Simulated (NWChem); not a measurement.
CHO₂ cation; SMILES O=C=[OH+]

Computed with NWChem. Pople sets run with spherical d functions. The geometry was optimised at PBE-D3(BJ)/def2-SVP. Core excitations by TDA in a window of 1s orbitals, non-relativistic and unshifted: absolute energies depend strongly on the exact-exchange share.

Q: Estimate the computed values for C K edge, BHandHLYP/6-311G**. Quantities: first 1s excitation (eV); dipole oscillator strength of the first; first state with f > 0.002 (eV); dipole oscillator strength of that state.

A: 
```yaml
first 1s excitation (eV): 286.8
dipole_oscillator_strength_of_the_first: 0.0921
first state with f > 0.002 (eV): 286.8
dipole_oscillator_strength_of_that_state: 0.0921
```
